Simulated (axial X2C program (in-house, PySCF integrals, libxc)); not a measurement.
Values are calculated unless marked as measured or tabulated.
**RhNC⁺: input and output of an open-shell CI run**

Program: an in-house all-electron X2C program for linear molecules (integrals from PySCF).

Input and command:
```json
{"zs": [45, 7, 6], "q": 1, "bas": ["dyall-v3z", "dyall-v3z", "dyall-v3z"], "r0": 1.96, "metal": 0, "shells": [[2, [0, 1, 2], 6], [0, [0], 1], [1, [1], 0]], "fix": 0, "emax": 3.2, "nroots": 4, "r2": 1.17}
```
```bash
python soci.py task.json out
```

Keys: zs atomic numbers; q charge; bas basis sets; r0 starting distance in Å; metal index of the metal atom; shells open shells as [l, |m| values, electrons]; fix electron count of the first shell held; emax energy window in eV; nroots roots for each Ω; r2 second bond in Å, held.

Output at Rh–N–C held linear, bonds 1.925 and 1.170 Å (the second held):

```
average of configuration d6 s1 p(π)0
basis functions 210  fitting functions 1176
iter      average energy  largest gradient
   1      -4865.334644770   3.14e+01
   2      -4866.679391495   2.57e+01
   3      -4867.784762764   2.07e+01
   4      -4868.967648146   1.72e+01
   5      -4870.208015781   1.36e+01
   6      -4870.821971457   6.97e+00
   7      -4870.939398591   1.83e+00
   8      -4871.011702405   7.48e-01
   9      -4871.049703933   5.09e-01
  10      -4871.059743774   3.59e-01
  11      -4871.062498829   8.63e-02
  12      -4871.062984424   2.48e-02
  13      -4871.063072111   2.40e-02
  14      -4871.063091319   1.33e-02
  15      -4871.063094432   8.89e-03
  16      -4871.063095610   1.67e-03
  17      -4871.063095830   8.56e-04
  18      -4871.063095907   5.77e-04
  19      -4871.063095934   5.08e-04
  20      -4871.063095944   3.96e-04
  21      -4871.063095946   2.24e-04
  22      -4871.063095946   4.89e-05
  23      -4871.063095946   1.39e-05
converged
CI levels
2*Omega        energy/Eh    cm-1   g(par)  dipole/D  leading shell counts
    9     -4871.31668521        0  11.985   -3.719  {'7 0 0': 0.989}
    7     -4871.31141384     1157   8.032   -3.662  {'7 0 0': 0.99}
    1     -4871.30944945     1588   1.752   -4.399  {'7 0 0': 0.977}
    3     -4871.30762478     1989   5.031   -4.314  {'7 0 0': 0.978}
    5     -4871.30687106     2154   4.483   -3.667  {'7 0 0': 0.989}
    3     -4871.30159903     3311   0.420   -3.667  {'7 0 0': 0.989}
    5     -4871.30143607     3347   7.386   -3.723  {'7 0 0': 0.985}
    1     -4871.29713533     4291   1.898   -3.781  {'7 0 0': 0.984}
    3     -4871.29555299     4638   4.537   -3.994  {'7 0 0': 0.98}
    1     -4871.29179888     5462   2.280   -4.003  {'7 0 0': 0.979}
    7     -4871.27855225     8369   9.843   -3.089  {'7 0 0': 0.977}
    5     -4871.27725005     8655   6.077   -4.054  {'7 0 0': 0.985}
    5     -4871.27357661     9461   6.027   -3.051  {'7 0 0': 0.977}
    3     -4871.27104203    10018   2.186   -3.832  {'7 0 0': 0.981}
    1     -4871.26798404    10689   1.863   -3.058  {'7 0 0': 0.978}
    7     -4871.25307534    13961   8.026   -3.627  {'7 0 0': 0.981}
    9     -4871.23207924    18569   9.935   -4.585  {'7 0 0': 0.969}
    7     -4871.22978681    19072   6.285   -4.689  {'7 0 0': 0.967}
    9     -4871.22612182    19876  13.973    1.194  {'6 1 0': 0.997}
    9     -4871.21744352    21781   9.979   -3.349  {'7 0 0': 0.967}
   11     -4871.20081492    25431  12.003   -4.433  {'7 0 0': 0.948, '6 1 0': 0.043}
```

Dipoles in the output refer to the first atom as origin, so for this ion they depend on that choice.

There is no dynamic correlation: spin–orbit spacings and, for f shells, spacings inside one term are the most reliable numbers, splittings between terms come out too wide, and energies between configurations are not reliable, so the lowest level need not be the ground state of the molecule. The lowest levels belong to d7, not to the averaged configuration, so orbitals and distance suit them less well. For d shells the ligand-field splittings (σ, π, δ) and their order can be off by a thousand cm⁻¹ or more. At most 4 roots were kept for each Ω > 0 (twice that for Ω = 0) within 3.2 eV of the lowest, so higher up levels can be missing between those listed; levels with Ω > 0 are doubly degenerate and listed once, Ω = 0 levels singly. Some active spinors are only partly of the character that their shell is named for, so the shell names and counts are nominal. States that fill the shells left empty in the average are placed too high. The molecule was held linear; bending was not examined.
